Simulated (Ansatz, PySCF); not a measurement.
Mo(NMe)(S)(F)2 (CH₃F₂MoNS), SMILES C[N]=[Mo]([F])([F])=[S], multiplicity 1. Atoms are numbered in the order given.

```xyz
9

Mo    -0.2384    -0.2418     0.0000
N     -0.3297     1.4541     0.0000
C      0.1405     2.7878     0.0000
H     -0.2208     3.3212    -0.8944
H      1.2464     2.7949     0.0000
H     -0.2208     3.3212     0.8944
S      1.8304    -0.6492     0.0000
F     -1.0104    -0.8332     1.5723
F     -1.0104    -0.8332    -1.5723
```
Charge 0, spin multiplicity 1.

The structure is a stationary point at PBE0-D3(BJ)/def2-SVP. The spin state was assumed, not searched. The structure was generated by enumeration; whether it is a known compound was not checked. The def2 effective core potentials stand for the cores of Mo; spin–orbit coupling is left out.

Two levels are set side by side: PBE-D3(BJ)/def2-SVP (Ansatz, a program for electronic structure) and PBE0-D3(BJ)/def2-SVP (Ansatz). Each level has its own optimised geometry; the coordinates shown are those of the second. Frequencies come from the Hessian of PySCF at each geometry. Differences are taken from unrounded values.

```
quantity                            PBE0-D3(BJ)
----------------------------------  -----------
mean bond length (Å)                      1.529
bond Mo1–N2 (Å)                           1.698
bond Mo1–S7 (Å)                           2.109
bond Mo1–F8 (Å)                           1.849
bond Mo1–F9 (Å)                           1.849
bond N2–C3 (Å)                            1.414
bond C3–H4 (Å)                            1.102
bond C3–H5 (Å)                            1.106
bond C3–H6 (Å)                            1.102
highest harmonic wavenumber (cm⁻¹)         3139
mean harmonic wavenumber (cm⁻¹)            1021
zero-point energy (kcal/mol)              30.65
```

Question: What does PBE-D3(BJ) give, and how far is it from PBE0-D3(BJ)? (The exact figures need the calculation; the answer reports its results.)

Answer: 
| quantity | PBE-D3(BJ) | PBE-D3(BJ) minus PBE0-D3(BJ) |
|---|---|---|
| mean bond length (Å) | 1.543 | 0.014 |
| bond Mo1–N2 (Å) | 1.725 | 0.027 |
| bond Mo1–S7 (Å) | 2.132 | 0.024 |
| bond Mo1–F8 (Å) | 1.864 | 0.016 |
| bond Mo1–F9 (Å) | 1.864 | 0.016 |
| bond N2–C3 (Å) | 1.420 | 0.005 |
| bond C3–H4 (Å) | 1.112 | 0.009 |
| bond C3–H5 (Å) | 1.116 | 0.010 |
| bond C3–H6 (Å) | 1.112 | 0.009 |
| highest harmonic wavenumber (cm⁻¹) | 3031 | -108 |
| mean harmonic wavenumber (cm⁻¹) | 983 | -38 |
| zero-point energy (kcal/mol) | 29.51 | -1.15 |

GGA bonds tend to be longer and softer than those of functionals with exact exchange. Differences between two approximate levels are no errors against the true value.
